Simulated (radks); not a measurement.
Question: Lu61+, 10 electrons, occupied as [Ne]. Calculated with a radial shooting solver on a logarithmic mesh with Libxc functionals: Dirac Kohn-Sham, LB94 model potential, spin-unpolarised, spherical densities, finite nucleus; Fermi nuclear charge, rms radius 5.37 fm. Some entries of the table are withheld. Estimate them.

| orbital | occ. | eigenvalue (eV) | <r^2> (bohr^2) |
|---|---|---|---|
| 1s1/2 | 2 | -68651.46 | 0.0005098 |
| 2s1/2 | 2 | -15772.46 | 0.007588 |
| 2p1/2 | 2 | (1) | (2) |
| 2p3/2 | 4 | (3) | (4) |
| 3s1/2 | 0 | (5) | 0.04142 |
| 3p1/2 | 0 | (6) | 0.03690 |
| 3p3/2 | 0 | (7) | 0.04120 |

Answer: 
(1) 2p1/2 eigenvalue (eV): -15363.82
(2) 2p1/2 <r^2> (bohr^2): 0.005412
(3) 2p3/2 eigenvalue (eV): -14197.89
(4) 2p3/2 <r^2> (bohr^2): 0.006537
(5) 3s1/2 eigenvalue (eV): -6616.675
(6) 3p1/2 eigenvalue (eV): -6484.752
(7) 3p3/2 eigenvalue (eV): -6160.078
